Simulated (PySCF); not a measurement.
# Telling isomers of C$_{8}$H$_{7}$FO$_{2}$ apart by NMR

PySCF 2.14 calculation with spin–spin couplings from B3LYP/pcJ-1 (spin–dipole term left out of most H,H and C,H couplings), shieldings: GIAO PBE0/pcSseg-1 and PBE0-D3(BJ)/def2-SVP structure; single conformer, equivalent nuclei averaged, relativity neglected, in vacuum.

δ = σ(ref) − σ, references computed at the same level: ¹H and ¹³C vs TMS. Multiplet labels drop J under 1 Hz and among equivalent protons, and merge close values. Unscaled 3J(H,H) run several per cent high. One-bond C–F couplings are unscaled and too large by tens of Hz. Acid and N–H amide carbonyl carbons lie up to 10 ppm further downfield in solution (hydrogen bonding). Shifts are as computed. Against solution values, carbons near 30 ppm lie about +2 ppm off and those near 130 ppm about +5 ppm (rms about the fit 1.9 ppm; single classes can miss by 10 ppm). Of 1328 compounds with measured shifts, 309 miss one by over three times the rms of a fit or turn the order of signals round; such compounds aren't used in these exercises. Signals without a measured value on file couldn't be tested in this way; 1H shifts scatter by 0.2 ppm about their fit, and single ones miss by 0.5 ppm. OH and NH positions are gas-phase values without hydrogen bonding to other molecules.

(1) Tabulate the signals of `O=C(O)Cc1cccc(F)c1`, `O=C(O)Cc1ccc(F)cc1`, `COC(=O)c1ccc(F)cc1` and their relative energies.

(2) What is the quickest way to tell O=C(O)Cc1cccc(F)c1 from O=C(O)Cc1ccc(F)cc1?

(3) What is the quickest way to tell O=C(O)Cc1ccc(F)cc1 from COC(=O)c1ccc(F)cc1?

(4) What is the quickest way to tell O=C(O)Cc1cccc(F)c1 from COC(=O)c1ccc(F)cc1?

Answers

(1) 
```json
{"SMILES": "O=C(O)Cc1cccc(F)c1", "carbon types": "3×C 4×CH 1×CH2", "δC": "175.7, 170.7, 141.9, 135.4, 129.5, 120.9, 120.0, 41.5", "δH": "7.74 (ddd, 1H), 7.41 (ddd, 1H), 7.09 (ddd, 1H), 7.06 (dd, 1H), 5.63 (br s, 1H), 3.35 (s, 2H)", "E rel. (kcal/mol)": "0.0"}
{"SMILES": "O=C(O)Cc1ccc(F)cc1", "carbon types": "3×C 4×CH 1×CH2", "δC": "175.4, 169.8, 137.7, 133.7, 120.6, 39.4", "δH": "7.24 (m, 2H), 7.14 (m, 2H), 5.71 (br s, 1H), 3.42 (s, 2H)", "E rel. (kcal/mol)": "0.4"}
{"SMILES": "COC(=O)c1ccc(F)cc1", "carbon types": "3×C 4×CH 1×CH3", "δC": "173.7, 169.0, 138.9, 129.1, 120.0, 52.4", "δH": "8.34 (dd, 2H), 7.18 (dd, 2H), 3.86 (s, 3H)", "E rel. (kcal/mol)": "5.9"}
```

Energies are electronic energies at PBE0/pcSseg-1 on these geometries, without zero-point or thermal terms, each for the one conformer computed, which needn't be the lowest.

(2) Count the carbon signals: 8 against 6. The first has an aromatic CH at 129.5 ppm, the second a substituted aromatic carbon (C) at 133.7 ppm. Their most deshielded carbons lie at 175.7 and 175.4 ppm. In the proton spectra the most deshielded non-exchanging signals are 7.74 (ddd, J = 10.3, 2.5, 1.4 Hz, 1H) and 7.24 (m, 2H).

(3) Both give the same number of carbon signals, but DEPT or the intensities differ. The first has an sp3 CH2 α to a carbonyl at 39.4 ppm, the second a methyl carbon bonded to O (CH3) at 52.4 ppm. Their most deshielded carbons lie at 175.4 and 173.7 ppm. In the proton spectra the most deshielded non-exchanging signals are 7.24 (m, 2H) and 8.34 (dd, J = 9.8, 5.1 Hz, 2H).

(4) Count the carbon signals: 8 against 6. The first has an sp3 CH2 α to a carbonyl at 41.5 ppm, the second a methyl carbon bonded to O (CH3) at 52.4 ppm. Their most deshielded carbons lie at 175.7 and 173.7 ppm. In the proton spectra the most deshielded non-exchanging signals are 7.74 (ddd, J = 10.3, 2.5, 1.4 Hz, 1H) and 8.34 (dd, J = 9.8, 5.1 Hz, 2H).
